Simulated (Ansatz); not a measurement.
Cost and result for the atomization energy of `CC[B@H-]1[O+](C)[B@@H-](CC)[O+]1C` (28 atoms, 28 bonds).

| atom | x (Å) | y (Å) | z (Å) |
| --- | --- | --- | --- |
| C1 | -1.5603 | 0.1944 | -2.2584 |
| C2 | -0.7650 | -1.0949 | -2.0864 |
| B3 | 0.0469 | -1.2160 | -0.7345 |
| O4 | -0.7870 | -0.9041 | 0.5358 |
| C5 | -1.1957 | -1.9589 | 1.3858 |
| B6 | 0.2824 | 0.1073 | 1.0135 |
| C7 | -0.3076 | 1.5282 | 1.3764 |
| C8 | 0.7684 | 2.5882 | 1.5935 |
| O9 | 0.9146 | 0.0273 | -0.4022 |
| C10 | 2.3206 | -0.0567 | -0.5497 |
| H11 | -0.9058 | 1.0694 | -2.2246 |
| H12 | -2.2965 | 0.3141 | -1.4591 |
| H13 | -2.0993 | 0.2229 | -3.2091 |
| H14 | -1.4340 | -1.9625 | -2.1635 |
| H15 | -0.0611 | -1.2164 | -2.9207 |
| H16 | 0.6951 | -2.2276 | -0.5616 |
| H17 | -1.8904 | -2.5956 | 0.8375 |
| H18 | -0.3320 | -2.5442 | 1.7113 |
| H19 | -1.7018 | -1.5299 | 2.2509 |
| H20 | 1.0248 | -0.4157 | 1.8207 |
| H21 | -1.0001 | 1.8562 | 0.5918 |
| H22 | -0.9090 | 1.4315 | 2.2900 |
| H23 | 0.3464 | 3.5501 | 1.8961 |
| H24 | 1.4784 | 2.2825 | 2.3678 |
| H25 | 1.3406 | 2.7656 | 0.6777 |
| H26 | 2.7167 | -0.8894 | 0.0367 |
| H27 | 2.5482 | -0.2055 | -1.6056 |
| H28 | 2.7624 | 0.8798 | -0.2102 |

Charge 0, multiplicity 1. All single points use the PBE0-D4/def2-TZVP geometry. It is one conformer, not always the lowest. Program: Ansatz. All runs use 4 threads of an AMD EPYC 7R13 on a shared host and a share of an NVIDIA H100 80 GB. Times are those of one run each, without the atoms' runs, and a repeat can differ threefold. Electronic energies, without spin–orbit coupling; frozen cores. CCSD(T)/CBS adds CCSD(T) − MP2 in def2-TZVPP to the MP2 limit, and its time is that of the two runs behind it. T1 = 0.010. HSE06 is the plane-wave form, built on full-range PBE exchange.

CCSD(T)/CBS is a level of theory with its own doubt, some kJ/mol a heavy atom from the limit and from the frozen cores, so smaller differences don't rank the functionals.

```tsv
level	functions	atomization (kJ/mol)	difference from CCSD(T)/CBS	per bond
BHLYP-D4/def2-TZVPP	562	10836.8	-223.9	-8.0
B97M-V/def2-TZVPP	562	11091.4	30.7	1.1
r2SCAN-D4/def2-TZVPP (with forces)	562	11111.6	50.9	1.8
CCSD(T)/def2-TZVPP	562	10838.5	-222.2	-7.9
MP2/def2-QZVPP	1110	11106.6	45.9	1.6
PBE0-D4/def2-TZVPP	562	11125.4	64.7	2.3
CCSD(T)/CBS(def2)	–	11060.7	0.0	0.0
r2SCANh-D4/def2-TZVPP	562	11066.1	5.4	0.2
ωB97M-V/def2-TZVPP (with forces)	562	11113.7	53.0	1.9
CAM-B3LYP-D4/def2-TZVPP	562	11148.2	87.5	3.1
LDA (SPW92)/def2-TZVPP	562	12590.5	1529.8	54.6
HSE06-D4/def2-TZVPP	562	11131.8	71.1	2.5
CCSD(T)/def2-SVP	230	10664.3	-396.4	-14.2
```

(1) Order the runs by time, with rough figures. (An estimate is asked.)

Results:

(1) The calculation gave: BHLYP-D4/def2-TZVPP 4.9 s; PBE0-D4/def2-TZVPP 6 s; r2SCANh-D4/def2-TZVPP 6 s; r2SCAN-D4/def2-TZVPP (with forces) 7 s; CAM-B3LYP-D4/def2-TZVPP 7.5 s; LDA (SPW92)/def2-TZVPP 7.5 s; HSE06-D4/def2-TZVPP 8 s; B97M-V/def2-TZVPP 8 s; ωB97M-V/def2-TZVPP (with forces) 9 s; CCSD(T)/def2-SVP 9.5 s; MP2/def2-QZVPP 23 s; CCSD(T)/def2-TZVPP 2.3 min; CCSD(T)/CBS(def2) 2.7 min.

From BLYP to BHLYP (50 % exact exchange), in def2-TZVPP and without D4, the atomization energy moves by −118.2 kJ/mol: exact exchange takes away binding that semilocal exchange gives to molecules. In def2-TZVPP, CCSD(T) changes the Hartree–Fock value by +2483.9 kJ/mol (the triples alone add +134.2 kJ/mol) and MP2 by +2621.8 kJ/mol; breaking electron pairs costs correlation energy, which Hartree–Fock lacks. At CCSD(T), def2-SVP lies −396.5 kJ/mol from the extrapolated value and def2-TZVPP −222.3 kJ/mol: correlation converges slowly with the basis, and small sets miss more of it in the bonded molecule than in its fragments.
